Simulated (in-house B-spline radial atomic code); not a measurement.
A calculation on Gd⁺ (an excited or competing configuration): its settings, and results tabulated from the run. Method: scalar-relativistic (X2C) PBE0, spin-polarised, spherical fractional occupations, Fermi nucleus of rms radius 5.1569 fm. Calculated with an all-electron radial atomic-structure program (B-spline basis).

In the input, 3d5,1 would mean five up and one down electron.

Command:
```bash
python run_scf.py task.json out
```
Settings (nuclear radius in fm, mass in u):
```
Z                64
configuration    1s2 2s2 2p6 3s2 3p6 3d10 4s2 4p6 4d10 4f2,5 5s2 5p6 5d1,0 7d1,0
hamiltonian      x2c
method           pbe0
spin_polarised   True
nucleus          fermi
rms_radius       5.1569
atomic_mass      157.92411
speed_of_light   137.035999084
```

Output (hartree, bohr):
```
 radial grid: 81 intervals, B-splines of order 8, outer radius 60 bohr

 iter        energy (Eh)    residual
    1      -11233.068758    6.61e-01
    2      -11242.311630    1.06e+00
    3      -11268.101499    2.11e-01
    4      -11269.105735    6.34e-02
    5      -11269.231098    3.74e-02
    6      -11269.250626    7.37e-03
    7      -11269.253389    2.42e-03
    8      -11269.253582    3.63e-04
    9      -11269.253596    4.77e-05
   10      -11269.253597    1.33e-05
   11      -11269.253597    2.19e-06
   12      -11269.253597    6.22e-07

 total energy                    -11269.25360
 kinetic                           12293.3209
 electron-nucleus                 -27667.4284
 Hartree                            4356.1026
 exact exchange                      -61.5449
 exchange-correlation               -189.7038

 orbital      occ     eigenvalue          <r>       <r^2>       <1/r>       r_max
 1s up      1.000     -1841.5976    0.0211901 0.000621687     76.8659     0.01307
 1s down    1.000     -1841.5978    0.0211901 0.000621687     76.8659     0.01307
 2s up      1.000      -305.5681     0.092588   0.0101858     17.7446     0.07885
 2s down    1.000      -305.5677     0.092589    0.010186     17.7445     0.07885
 2p up      3.000      -272.4057    0.0819423  0.00821348     15.6586     0.06349
 2p down    3.000      -272.4053    0.0819431  0.00821371     15.6585     0.06349
 3s up      1.000       -68.5621     0.243721   0.0680139     6.37591      0.2243
 3s down    1.000       -68.6120     0.243834   0.0680791     6.37234      0.2243
 3p up      3.000       -58.1879     0.242204   0.0680934     5.79792      0.2198
 3p down    3.000       -58.2397     0.242349   0.0681782     5.79431      0.2199
 3d up      5.000       -44.2531     0.220954   0.0573771     5.44684        0.18
 3d down    5.000       -44.2986     0.221161   0.0574977     5.44289      0.1801
 4s up      1.000       -14.3358     0.552794    0.344952     2.63304      0.5159
 4s down    1.000       -14.4552     0.552881    0.345069     2.63327      0.5161
 4p up      3.000       -10.8765     0.584425    0.388508     2.37722      0.5378
 4p down    3.000       -11.0004      0.58444    0.388518     2.37783       0.538
 4d up      5.000        -6.0011     0.636424    0.469875      2.0813      0.5593
 4d down    5.000        -6.1396     0.635909    0.468955     2.08346      0.5595
 4f up      2.000        -0.6267     0.896935     1.07285     1.48643      0.5732
 4f down    5.000        -0.8299      0.84606    0.925357      1.5376      0.5682
 5s up      1.000        -2.3455      1.34475     2.03267    0.992723       1.205
 5s down    1.000        -2.3803      1.32904     1.98462     1.00749       1.195
 5p up      3.000        -1.4888      1.56263     2.76546    0.834022       1.363
 5p down    3.000        -1.5012      1.53814     2.67867    0.850366       1.347
 5d up      1.000        -0.4486       2.4439      7.0034    0.525188       1.924
 7d up      1.000        -0.0804      13.2721     197.094    0.101594       13.86
```

Cost of the run: 0.39 s on 1 thread of Arm Neoverse V2 (shared host).

Caution: exact exchange at fractional occupations of open shells leaves self-interaction of up to several eV.

One-electron X2C: radii and densities carry no picture-change correction, so inner-shell <1/r> comes out high (for 1s by about 2 % at Z = 33, 5 % at 54, 10 % at 75, 30 % at 118) and <r> low.
